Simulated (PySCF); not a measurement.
## Which determinant of IF⁺ lies lowest?

Unrestricted PBE0; basis I def2-SVP with ECP28, F def2-SVP; scalar-relativistic core potentials; PySCF 2.14. Outer shells of the fragments: I+ 4d10 5s2 5p4; F 2s2 2p5.

Followed along the bond (rough minima from three points):

| 2Ms+1 | unpaired | ⟨S²⟩ at the start | R at minimum (Å) | Te (eV) |
| --- | --- | --- | --- | --- |
| 2 | π ↑ | 0.75 | 1.88 | 0.00 |
| 4 | σ ↑, π ↑↑ | 3.75 | 2.08 | 1.51 |

Solutions found at the starting distance of 2.025 Å, counted from the lowest of them; the search is not exhaustive and high or unbound solutions are not listed, so other states can lie among these:

| 2Ms+1 | unpaired | term | E (eV) | ⟨S²⟩ | ⟨Lz²⟩ | μ (D) |
| --- | --- | --- | --- | --- | --- | --- |
| 2 | π ↑ | ²Π | 0.00 | 0.75 | 1.00 | -2.54 |
| 4 | σ ↑, π ↑↑ | ⁴Σ⁻ | 1.27 | 3.75 | 0.00 | -2.33 |
| 2 | σ ↑, π ↑↓ | mixed | 1.94 | 1.76 | 2.01 | -2.22 |
| 2 | σ ↓, π ↑↑ | mixed | 1.94 | 1.76 | 0.00 | -2.26 |
| 2 | σ ↑ | mixed | 2.95 | 0.75 | 2.00 | -2.03 |
| 4 | σ ↑, π ↑↑ | mixed | 3.77 | 3.75 | 2.01 | 1.12 |

A term symbol is given only where ⟨S²⟩ and ⟨Lz²⟩ are close to those of a pure state; real π, δ and φ orbitals otherwise mix terms. A positive dipole points towards F; it is taken about the centre of mass and depends on that origin.

Q: Compare the gap between the two lowest followed solutions at the starting distance with the gap between their minima.

A: At PBE0 the second solution (quartet, unpaired electrons σ ↑, π ↑↑) lies +1.27 eV from the first (doublet, unpaired electrons π ↑) at 2.025 Å and +1.51 eV at the minima; the two curves relax by different amounts, since their minima lie near 2.08 and 1.88 Å.

Spin–orbit coupling is left out. Counting both spins, an empty level lies below a filled one in some of these solutions, because spin and occupation are held.
